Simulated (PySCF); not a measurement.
Static polarisabilities and like-pair C6 coefficients by linear response at CAM-B3LYP/def2-SVPD (PySCF, frozen core in the response, non-relativistic, gas phase), PBE0-D3(BJ)/def2-SVP geometries, one conformer each; atomic units unless stated.

```csv
label,species,α,C6
P,`[SiH3]SC1=CSC=C1`,112.3,4353
Q,`[Si]1[Si][Si][Si]1` [singlet],132.4,3888
R,`CO[C@H](C#N)C`,57.3,1491
S,`C#CC#CCC`,77.5,2059
T,`C#C[C@H]1CCSSC1`,107.6,4436
```

Problem. Estimate the unlike-pair coefficients by the rule C6(AB) = 2·C6(AA)·C6(BB) / [C6(AA)·αB/αA + C6(BB)·αA/αB], and compare with the geometric mean, for PQ, PS, PT, QR, QS, QT, RS and ST.

Solution. 
| pair | combination rule | geometric mean | ratio |
| --- | --- | --- | --- |
| PQ | 4016 | 4114 | 0.976 |
| PS | 2994 | 2994 | 1.000 |
| PT | 4388 | 4394 | 0.999 |
| QR | 2261 | 2408 | 0.939 |
| QS | 2764 | 2829 | 0.977 |
| QT | 4003 | 4153 | 0.964 |
| RS | 1735 | 1752 | 0.990 |
| ST | 3017 | 3022 | 0.998 |

The rule is exact for one-pole polarisabilities and never exceeds the geometric mean; the two meet where both partners have the same effective excitation energy. These unlike-pair values are estimates, not computed integrals.
